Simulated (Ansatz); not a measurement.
Born–Oppenheimer molecular dynamics of CH$_{5}$BF$_{2}$Si (10 atoms, charge 0, multiplicity 1). It starts at the highest image of a converged band. Of that band: The profile has 3 maxima (images 1, 5, 7) with wells between them (images 3, 6): this band takes more than one step, which may be the mechanism or a detour left from its start path. A vibrational analysis at the climbing image gives one clearly imaginary mode, 74i cm⁻¹: a first-order saddle point.

Level of theory: UKS revPBE-D4/def2-SVP in Ansatz 0.2.0.

```yaml
ensemble: NVE (velocity Verlet)
time_step: 0.5 fs
steps_asked: 200
starting_velocities_drawn_for: 300 K
seed: 12033
```

Frames 2.5 fs apart, positions in Å.

Velocities at 55.0 fs (Å/ps):

```
C 1.60 0.98 0.92
B -0.77 0.42 -5.67
Si 0.58 -0.31 2.51
F 0.03 -1.14 -0.50
F -1.58 1.09 -0.52
H 8.19 -0.85 15.21
H -1.58 7.33 -5.42
H 5.83 -1.86 -18.40
H 7.18 -20.37 18.30
H -17.38 9.13 -10.66
```

```xyz
10
Properties=species:S:1:pos:R:3 time_fs=55.0 energy_less_start_eV=0.167 T=139
C -1.097 -0.363 0.455
B 0.542 -0.151 0.764
Si 1.053 0.552 -1.046
F 1.784 -0.314 -2.231
F 0.408 1.827 -1.859
H -1.745 0.443 0.016
H -1.307 -1.325 -0.088
H -1.448 -0.484 1.523
H 1.019 -1.274 0.845
H 0.765 0.613 1.671
10
Properties=species:S:1:pos:R:3 time_fs=57.5 energy_less_start_eV=0.181 T=126
C -1.093 -0.361 0.457
B 0.538 -0.151 0.749
Si 1.054 0.551 -1.039
F 1.784 -0.317 -2.232
F 0.404 1.829 -1.859
H -1.717 0.442 0.054
H -1.311 -1.295 -0.097
H -1.437 -0.493 1.474
H 1.049 -1.311 0.885
H 0.729 0.648 1.646
10
Properties=species:S:1:pos:R:3 time_fs=60.0 energy_less_start_eV=0.160 T=146
C -1.088 -0.360 0.456
B 0.533 -0.157 0.734
Si 1.056 0.550 -1.033
F 1.783 -0.319 -2.233
F 0.401 1.829 -1.859
H -1.694 0.466 0.076
H -1.317 -1.264 -0.111
H -1.447 -0.516 1.471
H 1.086 -1.295 0.911
H 0.710 0.696 1.617
10
Properties=species:S:1:pos:R:3 time_fs=62.5 energy_less_start_eV=0.101 T=203
C -1.081 -0.359 0.454
B 0.527 -0.165 0.723
Si 1.057 0.548 -1.029
F 1.781 -0.319 -2.232
F 0.399 1.828 -1.857
H -1.677 0.516 0.081
H -1.333 -1.252 -0.144
H -1.471 -0.552 1.507
H 1.125 -1.222 0.918
H 0.705 0.740 1.569
10
Properties=species:S:1:pos:R:3 time_fs=65.0 energy_less_start_eV=0.110 T=194
C -1.078 -0.357 0.455
B 0.521 -0.171 0.716
Si 1.059 0.547 -1.026
F 1.779 -0.319 -2.230
F 0.398 1.825 -1.854
H -1.646 0.551 0.089
H -1.354 -1.243 -0.186
H -1.483 -0.585 1.506
H 1.176 -1.138 0.914
H 0.711 0.770 1.500
10
Properties=species:S:1:pos:R:3 time_fs=67.5 energy_less_start_eV=0.075 T=227
C -1.080 -0.357 0.456
B 0.512 -0.170 0.712
Si 1.061 0.546 -1.025
F 1.775 -0.317 -2.228
F 0.398 1.820 -1.849
H -1.598 0.557 0.109
H -1.371 -1.208 -0.215
H -1.478 -0.606 1.457
H 1.258 -1.089 0.910
H 0.726 0.794 1.426
10
Properties=species:S:1:pos:R:3 time_fs=70.0 energy_less_start_eV=0.136 T=170
C -1.085 -0.360 0.455
B 0.505 -0.166 0.710
Si 1.062 0.545 -1.026
F 1.772 -0.315 -2.225
F 0.399 1.813 -1.843
H -1.557 0.565 0.131
H -1.382 -1.156 -0.237
H -1.481 -0.627 1.419
H 1.352 -1.069 0.905
H 0.747 0.828 1.368
10
Properties=species:S:1:pos:R:3 time_fs=72.5 energy_less_start_eV=0.161 T=145
C -1.087 -0.364 0.451
B 0.503 -0.161 0.709
Si 1.063 0.544 -1.029
F 1.769 -0.312 -2.222
F 0.400 1.806 -1.836
H -1.541 0.600 0.150
H -1.395 -1.120 -0.274
H -1.510 -0.659 1.437
H 1.413 -1.040 0.895
H 0.768 0.874 1.337
10
Properties=species:S:1:pos:R:3 time_fs=75.0 energy_less_start_eV=0.197 T=111
C -1.089 -0.367 0.447
B 0.508 -0.155 0.709
Si 1.063 0.542 -1.033
F 1.766 -0.310 -2.220
F 0.402 1.799 -1.829
H -1.541 0.634 0.175
H -1.411 -1.107 -0.328
H -1.542 -0.686 1.455
H 1.419 -0.993 0.880
H 0.782 0.912 1.324
10
Properties=species:S:1:pos:R:3 time_fs=77.5 energy_less_start_eV=0.191 T=116
C -1.095 -0.369 0.446
B 0.519 -0.145 0.712
Si 1.063 0.540 -1.037
F 1.765 -0.307 -2.219
F 0.404 1.792 -1.821
H -1.543 0.633 0.213
H -1.418 -1.088 -0.365
H -1.554 -0.698 1.423
H 1.390 -0.949 0.870
H 0.781 0.924 1.320
10
Properties=species:S:1:pos:R:3 time_fs=80.0 energy_less_start_eV=0.183 T=124
C -1.102 -0.371 0.444
B 0.530 -0.129 0.715
Si 1.063 0.537 -1.040
F 1.765 -0.306 -2.220
F 0.405 1.788 -1.815
H -1.551 0.609 0.256
H -1.411 -1.053 -0.373
H -1.554 -0.709 1.368
H 1.368 -0.951 0.874
H 0.767 0.912 1.328
10
Properties=species:S:1:pos:R:3 time_fs=82.5 energy_less_start_eV=0.139 T=167
C -1.105 -0.371 0.439
B 0.538 -0.108 0.716
Si 1.062 0.534 -1.042
F 1.766 -0.305 -2.224
F 0.405 1.785 -1.810
H -1.580 0.604 0.287
H -1.399 -1.025 -0.377
H -1.563 -0.746 1.355
H 1.364 -1.005 0.894
H 0.746 0.897 1.357
```

Of the whole run (100 fs, mean temperature of the second half 161 K): The conserved energy stayed within 0.13 meV per atom of its start (net change 0.072 meV per atom), so the integration is sound. A run of 0.1 ps of so small a system gives no equilibrium averages. The orbitals stay closed-shell, which can raise the energy where a bond breaks towards radicals; this wasn't checked here.

Time of the run: 8.2 min on 2 threads of Intel(R) Xeon(R) Platinum 8259CL CPU @ 2.50GHz (Skylake/Cascade Lake), with other jobs on the host, peak memory 0.18 GiB.
